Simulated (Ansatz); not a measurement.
`[BH2][Al]([CH2]F)[O]C` + `C[SiH2]B[SiH3]` → `B[SiH](C)B[SiH3]` + `C[O][AlH][CH2]F`  (formal exchange of groups at a B–Al bond)

Program: Ansatz. Geometries: PBE0-D4/def2-TZVP. ΔE: electronic, gas phase. CCSD(T)/CBS adds triple-zeta CCSD(T) − MP2 to the extrapolated MP2 energy (def2 sets, frozen cores). DFT in def2-TZVPP. B3LYP here is the variant with VWN-RPA as its local correlation; programs differ in this. One conformer a species, not always the lowest.

`[BH2][Al]([CH2]F)[O]C`:

Z-matrix (Å, degrees):
```
C
Al 1 1.992
F 1 1.403 2 111.5
H 1 1.098 2 112.3 3 -120.5
H 1 1.098 2 112.3 3 120.5
B 2 2.124 1 124.0 3 -179.9
O 2 1.684 1 119.5 3 0.1
H 6 1.200 2 122.7 1 89.5
H 6 1.199 2 122.8 1 -90.0
C 7 1.399 2 138.7 1 -0.1
H 10 1.095 7 110.0 2 -120.4
H 10 1.095 7 109.9 2 121.1
H 10 1.095 7 112.3 2 0.3
```

`C[SiH2]B[SiH3]`:

```xyz
13

C    -1.463   -1.290    0.031
Si   -0.937    0.124   -1.085
B     0.609    1.212   -0.418
Si    1.854    0.578    1.020
H    -0.619   -1.950    0.244
H    -1.843   -0.912    0.983
H    -2.252   -1.884   -0.435
H    -2.117    0.976   -1.415
H    -0.423   -0.424   -2.382
H     0.791    2.293   -0.901
H     1.200    1.020    2.292
H     3.223    1.162    0.983
H     1.977   -0.905    1.083
```

`B[SiH](C)B[SiH3]`:

Cartesian coordinates in Å:
```
B -1.499 -1.566 0.855
Si -1.120 -0.053 -0.407
C -0.163 -0.537 -1.952
B -0.116 1.124 0.869
Si 1.885 1.196 0.949
H -2.385 -1.485 1.654
H -0.812 -2.546 0.881
H -2.403 0.623 -0.772
H 0.764 -1.047 -1.680
H 0.097 0.341 -2.547
H -0.748 -1.211 -2.582
H -0.746 1.704 1.706
H 2.550 0.959 -0.362
H 2.443 2.443 1.540
H 2.256 0.056 1.847
```

`C[O][AlH][CH2]F`:

```xyz
11

C    -1.845    0.705    0.019
O    -0.913    0.315    0.987
Al    0.653   -0.286    1.040
C     1.670   -0.617   -0.630
F     0.917   -0.288   -1.765
H    -2.119    1.754    0.168
H    -2.755    0.105    0.116
H    -1.460    0.589   -0.999
H     1.278   -0.575    2.461
H     2.600   -0.034   -0.670
H     1.973   -1.668   -0.728
```

```csv
level,ΔE (kJ/mol),difference from CCSD(T)/CBS
r2SCAN-D4,-22.3,-7.9
PBE0-D4,-18.2,-3.8
B3LYP-D4,-16.8,-2.4
ωB97X-V,-12.7,1.7
B2PLYP,-13.8,0.6
r2SCAN,-21.6,-7.2
HF/def2-TZVPP,-1.8,12.6
MP2/def2-TZVPP,-15.6,-1.2
CCSD(T)/def2-TZVPP,-13.8,0.6
SCS-MP2/def2-QZVPP,-12.2,2.2
CCSD(T)/CBS,-14.4,0
```

Largest T1 diagnostic among the species: 0.015.

In def2-TZVPP, CCSD(T) changes the Hartree–Fock value by −12.0 kJ/mol (the triples alone add −2.9 kJ/mol) and MP2 by −13.8 kJ/mol. The D4 term adds −3.9 kJ/mol with B3LYP and −2.1 kJ/mol with PBE0; it sums over pairs of atoms, weighted by their polarisabilities, and B3LYP, whose exchange is more repulsive, gets the larger term. From PBE to PBE0 (25 % exact exchange), in def2-TZVPP and without D4, ΔE moves by +5.0 kJ/mol.
